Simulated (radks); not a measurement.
Species: Al III. Configuration: [Ne] 3p1 (not the ground configuration).

Calculated with a radial shooting solver on a logarithmic mesh with Libxc functionals: Dirac Kohn-Sham, PBE, spin-unpolarised, spherical densities, point nucleus; open shells are shared between the two j in proportion to 2j + 1.

Energy parts (hartree):
total: -241.52535
kinetic: 242.08764
electron-nucleus: -569.20877
Hartree: 103.53253
exchange-correlation: -17.93675

Orbitals (lengths in bohr, moments of r in powers of bohr; r(max) is where P^2 peaks; r(90%) holds 90 % of the orbital's charge):
orbital	occ.	eigenvalue (hartree)	<r^2>	<1/r>	r(max)	r(90%)
1s1/2	2	-56.36379	0.01946	12.63	0.07835	0.215
2s1/2	2	-4.78777	0.4671	2.345	0.4962	0.987
2p1/2	2	-3.38289	0.4547	2.224	0.4270	1.01
2p3/2	4	-3.36657	0.4579	2.213	0.4286	1.02
3p1/2	0.333333	-0.65858	7.439	0.5268	2.197	3.83
3p3/2	0.666667	-0.65733	7.465	0.5256	2.201	3.84

The highest occupied level is 3p3/2 at -17.887 eV. The density falls to 0.001 e/bohr^3 at r = 3.66 bohr.
